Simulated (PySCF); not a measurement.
## Spinor energies of Tb⁵³⁺ (terbium, charge +53)

Start: [Ne] 3s2. Calculated with PySCF 2.14 in an uncontracted even-tempered set (18 s from 5.1 bohr⁻², ratio 2.6; 14 p from 6.6 bohr⁻², ratio 2.6; 6 d from 6.8 bohr⁻², ratio 2.8; 4 f from 94 bohr⁻², ratio 2.8): generalised Hartree-Fock with the X2C-1e Hamiltonian and a Gaussian nucleus; spin-orbit coupling (SO) screened by Boettger's factors.

| spinor shell | electrons | ε, screened SO (eV) | weight of nominal j (screened SO) | rms radius, screened SO (bohr) |
| --- | --- | --- | --- | --- |
| 1s1/2 | 2 | -56291.5 | 1.000 | 0.0244 |
| 2s1/2 | 2 | -12582.8 | 1.000 | 0.0971 |
| 2p1/2 | 2 | -12174.3 | 1.000 | 0.0830 |
| 3s1/2 | 2 | -5105.1 | 1.000 | 0.231 |

Q: Where does 2p3/2 lie, and what is the 2p spin-orbit splitting (screened SO)?

A: At -11398.9 eV, 775.42 eV above 2p1/2.

```json
{"quantity": "E (hartree)", "screened SO": "-8699.08909"}
{"quantity": "M_J", "screened SO": "0"}
{"quantity": "⟨J²⟩", "screened SO": "0.000"}
{"quantity": "⟨L²⟩", "screened SO": "0.019"}
{"quantity": "⟨S²⟩", "screened SO": "0.019"}
```

Breit and QED terms are absent; they matter most for the inner s and p1/2 levels.

Densities and radii are taken from the X2C orbitals without a picture-change correction, which distorts them close to the nucleus.
